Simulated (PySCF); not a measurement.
**Calculated NMR data**

- GIAO PBE0/pcSseg-1 shieldings
- coordinates at the GFN2-xTB level
- code: PySCF 2.14.0 with density-fitted response routines
- non-relativistic, equivalent nuclei averaged, no solvent model, single conformer

Scale: 1H (31.72 ppm) and 13C (186.93 ppm) against TMS (reference shieldings calculated alike). Splittings of carbon signals by F and P are missing where no couplings were computed. Where no couplings were computed, multiplicities follow the n + 1 count of equivalent neighbours, and m marks all less simple cases (inequivalent or close neighbours, rings, F or P nearby). Shifts are as computed. Against solution values, carbons near 30 ppm lie about +3 ppm off and those near 130 ppm about +5 ppm. Of 1211 compounds with measured shifts, 218 miss one by over three times the rms of a fit or turn the order of signals round; such compounds aren't used in these exercises.

**1.** SMILES C=C1C(=O)C=CC1=O, C6H4O2. 1H NMR (400 MHz, computed): δ 7.45 (s, 2H), 6.82 (s, 2H). 13C{1H} NMR (computed): δ 197.2, 155.0, 142.7, 135.6.

**2.** `Cn1cpc(C#N)c1`, C5H5N2P. 1H NMR (400 MHz, computed): δ 7.92 (m, 1H), 7.70 (m, 1H), 3.95 (s, 3H). 13C{1H} NMR (computed): δ 162.2 (CH), 142.9 (CH), 123.2 (C), 121.3 (C), 40.2 (CH3).

**3.** `C=NC(=C)O[SiH2]OC(C)=O`, C5H9NO3Si. 1H NMR (400 MHz, computed): δ 7.89 (d, 1H), 7.04 (d, 1H), 5.20 (s, 2H), 4.10 (m, 1H), 4.07 (m, 1H), 2.17 (s, 3H). 13C{1H} NMR (computed): δ 176.8 (C), 168.8 (C), 155.1 (CH2), 81.3 (CH2), 23.9 (CH3).
